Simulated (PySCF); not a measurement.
**Electron correlation in Ag (silver, neutral)**

[Kr] 4d9 5s1 5p1, one real determinant (an excited configuration). Calculation: PySCF 2.14, in def2-TZVPPD with the def2 core potential (28 electrons) (6s4p3d2f1g, 56 functions); a scalar-relativistic core potential. Frozen: nothing; 19 electrons correlated.

```
  level  correlation energy (mhartree)
   CCSD                        -577.35
    (T)                         -14.56
CCSD(T)                        -591.91
```

Diagnostics: T1 = 0.011, D1 = 0.0497, largest double amplitude 0.026.

The real determinant used has ⟨L²⟩ near 8 against 12 for a pure F term, so it mixes terms.

Cost of the coupled-cluster step: of the order of 27 core-seconds, for 19 correlated electrons.

The reference is one real determinant that mixes LS terms of this configuration.

The basis has no tight functions for the innermost shells, so their pair energies are far from complete.

This basis was not built for core-valence correlation, so the inner-shell part is incomplete.
